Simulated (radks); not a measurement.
The numbers below are computed, except where a source is named.
Task: The table gives one normalised radial function P(r) = r R(r) (large component) of Pt75+ in [He] 2s1 (r in bohr). Code: a radial shooting solver on a logarithmic mesh with Libxc functionals. Model: Dirac Kohn-Sham, BLYP, spin-unpolarised, spherical densities, finite nucleus; Fermi nuclear charge, rms radius 5.427 fm.

| r | P |
|---|---|
| 0.001124 | 0.8496 |
| 0.001362 | 0.9740 |
| 0.001637 | 1.1053 |
| 0.001983 | 1.2540 |
| 0.002384 | 1.4058 |
| 0.002865 | 1.5633 |
| 0.003472 | 1.7277 |
| 0.004173 | 1.8771 |
| 0.005056 | 2.0120 |
| 0.006078 | 2.1055 |
| 0.007364 | 2.1441 |
| 0.008852 | 2.1000 |
| 0.01064 | 1.9496 |
| 0.01289 | 1.6500 |
| 0.0155 | 1.2022 |
| 0.01878 | 0.5547 |
| 0.02257 | -0.2290 |
| 0.02735 | -1.1730 |
| 0.03287 | -2.1174 |
| 0.03951 | -2.9832 |
| 0.04788 | -3.6532 |
| 0.05755 | -3.9387 |
| 0.06973 | -3.7856 |
| 0.08382 | -3.2355 |
| 0.1016 | -2.3918 |
| 0.1221 | -1.5379 |
| 0.1467 | -0.8309 |
| 0.1778 | -0.3511 |
| 0.2137 | -0.1203 |

Which n and l does it have? It may be an empty orbital.

Result: n = 2, l = 0: the number of nodes gives n - l - 1 = 1, the rise at small r points to l (this Dirac orbital starts outside the nucleus as r^gamma with gamma = sqrt((l + 1)^2 - (Z/c)^2) = 0.82; the j = 1/2 orbital of l + 1 starts with the same power, but with a smaller coefficient, and then steepens), and the extent must fit the shell. The curve is that of 2s1/2. 2s1/2: eigenvalue -22085 eV, 1 radial node at r = 0.0215 bohr, <r> = 0.0685 bohr, 90 % of the charge inside 0.107 bohr.
